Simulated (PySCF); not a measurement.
B(F)(H)(NHMe) (CH₅BFN), SMILES B(F)NC. Atoms are numbered in the order given.

```xyz
9

B     -0.4449     0.6810     0.0000
F      0.1289     1.8901     0.0000
H     -1.6514     0.5976     0.0000
N      0.3620    -0.4535     0.0000
C     -0.0868    -1.8209     0.0000
H      1.3688    -0.3251     0.0000
H      0.2594    -2.3721     0.8909
H      0.2594    -2.3721    -0.8909
H     -1.1852    -1.8446     0.0000
```

Geometry: PBE0-D3(BJ)/def2-SVP. Other conformers were not sampled.

Computed with PBE0-D3(BJ)/def2-SVP (PySCF).

No scaling factor is applied to the harmonic values.

| mode | ν (cm⁻¹) | IR (km/mol) | Raman (Å⁴/amu) | depolarisation | moving atoms (share of kinetic energy) |
|---|---|---|---|---|---|
| 1 | 173 | 0.3 | 0.1 | 0.75 | H 56 %, N 32 % |
| 2 | 222 | 1.4 | 0.8 | 0.75 | H 51 %, B 22 %, F 14 % |
| 3 | 276 | 1.6 | 0.4 | 0.51 | N 29 %, H 27 %, F 17 %, B 15 %, C 13 % |
| 4 | 502 | 14.3 | 2.3 | 0.36 | F 42 %, C 24 %, H 13 %, N 11 %, B 11 % |
| 5 | 679 | 123.0 | 1.5 | 0.75 | H 81 %, N 12 % |
| 6 | 913 | 24.1 | 2.6 | 0.75 | H 63 %, B 34 % |
| 7 | 1000 | 22.0 | 5.0 | 0.24 | H 60 %, C 17 %, B 14 %, N 9 % |
| 8 | 1091 | 12.4 | 5.2 | 0.61 | H 74 %, F 15 %, B 9 % |
| 9 | 1149 | 0.3 | 1.3 | 0.75 | H 74 %, C 20 % |
| 10 | 1163 | 10.6 | 1.3 | 0.56 | H 36 %, N 34 %, C 22 % |
| 11 | 1247 | 34.4 | 7.1 | 0.42 | B 31 %, H 30 %, N 18 %, F 12 %, C 9 % |
| 12 | 1317 | 99.1 | 2.1 | 0.37 | H 57 %, B 29 % |
| 13 | 1449 | 7.6 | 8.2 | 0.67 | H 82 %, C 17 % |
| 14 | 1466 | 6.5 | 17.6 | 0.75 | H 97 % |
| 15 | 1482 | 44.9 | 24.6 | 0.58 | H 90 % |
| 16 | 1600 | 333.4 | 4.4 | 0.17 | N 38 %, B 33 %, H 26 % |
| 17 | 2635 | 139.1 | 70.0 | 0.18 | H 91 %, B 9 % |
| 18 | 3036 | 55.9 | 170.0 | 0.03 | H 97 % |
| 19 | 3108 | 28.0 | 107.9 | 0.75 | H 90 %, C 10 % |
| 20 | 3166 | 9.9 | 54.3 | 0.72 | H 91 %, C 9 % |
| 21 | 3631 | 26.5 | 92.3 | 0.23 | H 93 % |
